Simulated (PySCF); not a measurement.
B(Me)(OH)(NH2) (CH₆BNO), SMILES CB(N)O. The structure is a stationary point at PBE0-D3(BJ)/def2-SVP. The values are those of a single conformer.

Task: Give the equilibrium geometry at PBE0-D3(BJ)/def2-SVP (PySCF confirms it by a frequency run) as Cartesian coordinates in Å, and its point group. (Estimate from the structure and the level; the computed values follow.)

Result: This is not unique; one that fits is point group Cs.
```xyz
10

B     -0.0301     0.0665     0.0000
C      0.4409    -1.4472     0.0000
H      1.5344    -1.5678     0.0000
H      0.0502    -1.9792     0.8842
H      0.0502    -1.9792    -0.8842
O     -1.3644     0.4060     0.0000
H     -1.9351    -0.3653     0.0000
N      0.8909     1.1289     0.0000
H      0.5932     2.0952     0.0000
H      1.8905     0.9968     0.0000
```
